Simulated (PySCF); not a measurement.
# UHF on Ne+ (neon, charge +1)

Configuration: [He] 2s2 2p5, 2P determinant. Computed with PySCF 2.14 in 6-31G*, with the non-relativistic Hamiltonian (point nucleus).

```
Total energy                                                  : -127.750609 hartree
One-electron energy                                           : -174.9108 hartree
Hartree (Coulomb) energy                                      : 58.7860 hartree
Exchange energy                                               : -11.6258 hartree
Kinetic energy                                                : 127.66142 hartree
⟨S²⟩                                                          : 0.7519
⟨L²⟩                                                          : 2.005
Sum of ⟨r⟩                                                    : 6.467 bohr
Sum of ⟨r²⟩                                                   : 6.926 bohr²
Traceless quadrupole moment −½Σ⟨3z² − r²⟩ along its main axis : 0.432 e·bohr²
Density at the nucleus (Gaussians lack the cusp)              : 583 bohr⁻³
Spin density at the nucleus                                   : 0.321 bohr⁻³
Langevin diamagnetic susceptibility                           : -5.49 ×10⁻⁶ cm³/mol
Time after the integrals                                      : 0.05 s of wall time on 1 thread of Neoverse-V1 (shared host)
```

| shell | electrons | mean orbital energy (eV) | spread (eV) | rms radius, mean of both spins (bohr) |
| --- | --- | --- | --- | --- |
| 1s α | 1 | -916.05 | 0 | 0.183 |
| 1s β | 1 | -914.33 | 0 | 0.183 |
| 2s α | 1 | -74.524 | 0 | 0.960 |
| 2s β | 1 | -68.427 | 0 | 0.960 |
| 2p α | 3 | -45.088 | 3.466 | 1.00 |
| 2p β | 2 | -42.196 | 0 | 1.00 |
